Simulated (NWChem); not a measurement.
System: C$_{2}$H$_{4}$O$_{2}$Si; SMILES [Si@@H]1(O)C=CO1

NWChem input:

```
start job
memory heap 200 mb stack 900 mb global 1100 mb
geometry units angstroms noautosym nocenter noautoz
  O     -0.064293     1.890143    -0.421622
  Si     0.070548     0.478432     0.414621
  C      1.052007    -0.962716    -0.166187
  C     -0.155863    -1.568510    -0.231477
  O     -1.171610    -0.701400     0.067800
  H     -0.027615     1.834707    -1.381846
  H      0.060664     0.874067     1.839340
  H      2.037897    -1.391328    -0.325683
  H     -0.444527    -2.603820    -0.456060
end
basis spherical
  O library def2-svp
  Si library def2-svp
  C library def2-svp
  H library def2-svp
end
dft
  xc b3lyp
  iterations 150
end
cosmo
  do_cosmo_smd true
  solvent water
end
task dft energy
```

Structure relaxed at the PBE0/def2-SVP level. Solvent: water.

Level: B3LYP/def2-SVP with SMD (1 M gas to 1 M solution), gas-phase geometry. Reactions with the solvent are ignored.

### Question
What results follow from this input? (B3LYP/def2-SVP, SMD on the gas-phase geometry.) Quantities: solvation free energy (kcal/mol); cavity-dispersion-structure term (kcal/mol); dipole in solution (D).

### Answer
The solvation free energy (kcal/mol) comes out as -4.5 and the cavity-dispersion-structure term (kcal/mol) comes out as 3.7. The dipole in solution (D) comes out as 2.35.
